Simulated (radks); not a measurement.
Results of a calculation; reference values are marked as such.
Ionisation of the scandium ion Sc3+, [Ar], to Sc4+, [Ne] 3s2 3p5, under several functionals. Scalar-relativistic Kohn-Sham, spin-polarised, spherical densities, point nucleus; open shells are filled with parallel spins first; a radial shooting solver on a logarithmic mesh with Libxc functionals.

| functional | E(Sc3+) (hartree) | Exc (hartree) | IE (eV) | -e(HOMO) (eV) | <r> HOMO (bohr) | IE error (eV) |
|---|---|---|---|---|---|---|
| LDA (Slater exchange, Perdew-Wang correlation) | -760.66212 | -36.26863 | 73.574 | 64.637 | 1.129 | +0.085 |
| exchange-only B88 | -761.86816 | -37.51226 | 72.182 | 63.326 | 1.131 | -1.307 |
| RPBE | -762.59806 | -38.25588 | 73.492 | 64.588 | 1.129 | +0.002 |
| PW91 | -762.65569 | -38.31380 | 73.611 | 64.695 | 1.129 | +0.122 |
| XLYP | -762.84801 | -38.50447 | 73.392 | 64.488 | 1.131 | -0.097 |
| Wu-Cohen GGA | -762.08056 | -37.72693 | 73.500 | 64.582 | 1.128 | +0.010 |
| BP86 | -762.72970 | -38.39024 | 73.599 | 64.676 | 1.128 | +0.110 |
| exchange-only LDA | -759.11040 | -34.69077 | 71.730 | 62.887 | 1.133 | -1.759 |

NIST Atomic Spectra Database: 73.489 eV (measured). Closest: RPBE. The Delta-SCF values span 1.88 eV, the total energies 3.74 hartree. The highest occupied level is 3p. Open shells are spherical and high-spin; term and fine-structure splittings are not resolved.
